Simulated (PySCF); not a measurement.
Species: C5H5FN2.
Numbering: `[H]/[N:5]=[C:4]1/[C@@H:3]([C:2]#[N:1])[C@@H:7]([F:8])[CH2:6]1`

Structure used (GFN2-xTB), in Å, numbered top down from 1:
```xyz
13
C5H5FN2 angstrom
N     -2.0801    1.5238   -1.5768
C     -1.4192    1.1751   -0.7134
C     -0.5744    0.7117    0.3554
C      0.8532    0.4595   -0.1050
N      1.7562    1.2856   -0.3208
C      0.6613   -1.0421   -0.0772
C     -0.6771   -0.8120    0.6388
F     -1.7476   -1.4498    0.0844
H     -0.6852    1.3770    1.2137
H      2.6596    0.9099   -0.5972
H      0.5163   -1.4549   -1.0759
H      1.4114   -1.6271    0.4514
H     -0.6787   -1.0562    1.7049
```

NICS = −σ at a ghost point: NICS(0) at the centroid of the ring atoms, NICS(1) 1 Å to either side along the normal of their mean plane, zz for the tensor component along that normal. Level: GIAO PBE0/pcSseg-1 (PySCF, non-relativistic, gas phase) on the GFN2-xTB geometry, one conformer.

Ring bond lengths (Å), with Mayer bond orders in brackets: C3–C4 1.521 (0.91), C4–C6 1.514 (0.98), C6–C7 1.535 (1.01), C7–C3 1.553 (0.94).

**Question.** Give the NICS values of each ring in ppm.

**Answer.** 
```
       ring                                            type  NICS(0)  NICS(1), two faces  NICS(1)zz, two faces  rms pucker (Å)  centre to ring atoms, mean (Å)
C3–C4–C6–C7  4-membered carbocycle; formal bonds all single      3.9         -3.2 / -0.2            -2.8 / 5.3            0.07                            1.08
```

**Question.** What can be read from them?

**Answer.** 
- C3–C4–C6–C7: mean NICS(1)zz 1.3 ppm, near zero. C3, C6, C7 have four or more neighbours, so the value isn't read as a sign of a π ring current. The two faces differ by 8.1 ppm, so no symmetry operation interchanges them. NICS(0) lies 6 ppm above the mean NICS(1).

**Question.** What is the mean of the two in-plane components of NICS at the second NICS(1) probe listed for ring C3–C4–C6–C7, 1 Å off the ring?

**Answer.** The isotropic value is a third of the trace: (3 × -0.2 − (5.3))/2 = -3.0 ppm.

**Question.** Give the inner angles of the rings and the Hirshfeld charges of the ring atoms.

**Answer.** 
- C3–C4–C6–C7: C3 87.4° (-0.019 e), C4 92.3° (+0.103 e), C6 88.3° (-0.082 e), C7 90.2° (+0.079 e); sum 358.2° against 360° for a flat convex ring.

**Question.** How shielded are the nuclei of the rings and their hydrogens (means over atoms taken as equivalent)?

**Answer.** 
```tsv
atoms	environment	σ isotropic (ppm)	principal values of the symmetric part, first atom (ppm)
C3	sp3 carbon next to a nitrile	140.1	117.7, 144.9, 157.8
C4	imine carbon	17.4	-97.9, 22.5, 127.5
C6	four-membered-ring carbon	136.5	109.1, 142.5, 157.9
C7	sp3 C–F carbon	105.4	67.8, 85.0, 163.6
H9	methine hydrogen	27.93	24.7, 27.0, 32.1
H11	methylene hydrogen	28.18	25.8, 26.9, 31.8
H12	methylene hydrogen	28.64	25.1, 27.4, 33.4
H13	methine hydrogen	26.45	23.1, 25.7, 30.6
```

Time: 18 s of wall time; peak memory 0.73 GiB. Hardware: one thread of an Arm Neoverse V1, shared host with 32 logical CPUs at a one-minute load of 21. This is the whole shielding run at PBE0/pcSseg-1, SCF included.
